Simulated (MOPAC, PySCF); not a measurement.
H6AlN3, SMILES `[NH2][Al]([NH2])[NH2]`, neutral singlet in the gas phase. 

Cartesian coordinates (Å):
```xyz
10

N     -0.5533     1.6812    -0.1309
Al    -0.0004     0.0001     0.0005
N      1.7250    -0.3515     0.2197
N     -1.1722    -1.3296    -0.0875
H     -1.4838     1.9638    -0.3928
H      0.0165     2.4927     0.0447
H      2.1077    -1.2568     0.4391
H      2.4660     0.3261     0.1415
H     -0.9323    -2.3049    -0.1618
H     -2.1732    -1.2212    -0.0723
```
Charge 0, spin multiplicity 1.

All levels are single points at this geometry (B3LYP-D3(BJ)/def2-TZVP); Pople sets use spherical d functions. Orbital energies aren't observables, and empty levels follow the basis.

TPSSh-D3(BJ)/def2-TZVP in PySCF gives gap (eV) = 5.93.

Q: Estimate the gap (eV) from each of these levels: B3LYP/6-311+G** in PySCF; PBE/6-31G* in PySCF; SVWN5/6-31G* in PySCF; HF/3-21G in PySCF; HF/6-31G* in PySCF; PM3 in MOPAC; PM6 in MOPAC; PM7 in MOPAC.

A: 
```csv
level,gap (eV)
B3LYP/6-311+G** in PySCF,5.99
PBE/6-31G* in PySCF,4.74
SVWN5/6-31G* in PySCF,4.74
HF/3-21G in PySCF,14.23
HF/6-31G* in PySCF,13.66
PM3 in MOPAC,8.04
PM6 in MOPAC,11.42
PM7 in MOPAC,13.59
```
